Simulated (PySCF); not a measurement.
## MBr cations for M along group 4

PBE with triple-zeta basis sets in PySCF, for the lowest determinant that a PBE0 search found; no spin–orbit coupling. De refers to high-spin ground-configuration atoms (the charge goes to the atom of lower measured ionisation energy or higher electron affinity, which is not always the lowest computed limit). A positive dipole points towards Br; it is taken about the centre of mass and depends on that origin.

```
 M        basis  charged atom  state (unpaired electrons)  Re (Å)  ωe (cm⁻¹)  De (eV)  μ (D)
Ti  def2-TZVPPD           Ti+          triplet (σ ↑, δ ↑)   2.280        367      n/a  -8.00
Zr  def2-TZVPPD           Zr+          triplet (σ ↑, δ ↑)   2.383        328      n/a  -6.24
Hf  def2-TZVPPD           Hf+          triplet (σ ↑, δ ↑)   2.385        293      n/a  -4.09
```

The shortest bond is that of TiBr⁺ (2.280 Å), the longest that of HfBr⁺ (2.385 Å).

Down a group the atoms grow and get heavier, so bonds lengthen and wavenumbers fall; this series shows no clear exception.

De is left out where the level can put another filling of the metal’s s and d shells below the measured ground configuration, by anything from nothing to about 1 eV. These are scalar-relativistic numbers at best; spin–orbit coupling would shift them, the dissociation energy most. The state is the lowest single determinant that the PBE0 search found; with open d or f shells the true ground state can be another one.
